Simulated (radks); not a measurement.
Problem. The mean radii <r> (bohr) of the occupied orbitals of an atom or ion are listed with their occupations. Calculated with a radial shooting solver on a logarithmic mesh with Libxc functionals: scalar-relativistic Kohn-Sham, r2SCAN, spin-polarised, spherical densities, finite nucleus; meta-GGA in the generalised Kohn-Sham scheme; Fermi nuclear charge, rms radius of each element as measured or else 0.836 A^(1/3) + 0.57 fm.

orbital  occ.     <r>
1s up       1  0.1763
1s down     1  0.1753
2s up       1  0.8654
2p up       3  0.8180

Name the element and its charge. Open shells, if any, are filled with parallel spins first.

Solution. Z = 9, fluorine, charge +3: F3+ in [He] 2s1 2p3. The 1s radius gives Z: for a bare nucleus <r> = (2 gamma + 1)/(2Z) with gamma = sqrt(1 - (Z/c)^2), 0.1664 bohr for Z = 9, and screening makes it slightly larger (0.1763 here). The occupations add up to 6, and the charge is Z minus that.
